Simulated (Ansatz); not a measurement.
Molecule: MnCl, net charge 0, septet state. The spin state was set by rule; other spins were not relaxed. 
Geometry from a B3LYP-D3(BJ)/def2-TZVP (Ansatz, a program for electronic structure) optimisation:
SMILES: [Cl][Mn]
```xyz
2

Mn     0.0000     0.0000    -0.9119
Cl     0.0000     0.0000     1.3410
```
Charge 0, spin multiplicity 7.

Basis-set convergence of Hartree-Fock and MP2 correlation energies (hartree) with Ansatz. Correlated levels leave the core frozen unless marked. UHF or UKS for open shells. No spin-orbit coupling. Frozen are the shells of the preceding noble gas and the d and f shells that filled before the atom's block. No relativistic terms.

```json
[
 {"basis": "def2-SVP", "functions": "49", "E(HF)": "-1609.12456", "E(corr, MP2)": "-0.19526"},
 {"basis": "def2-TZVPP", "functions": "106", "E(HF)": "-1609.43952", "E(corr, MP2)": "-0.29814"},
 {"basis": "def2-QZVPP", "functions": "170", "E(HF)": "-1609.47549", "E(corr, MP2)": "-0.32712"}
]
```

Extrapolating the two largest sets (X = 3 and 4) as X^-3: E(corr) = (64·(-0.32712) - 27·(-0.29814))/37 = -0.3483 Eh, an estimate of the basis-set limit. The largest set recovers 93.9 % of it, the smallest 56.1 %.
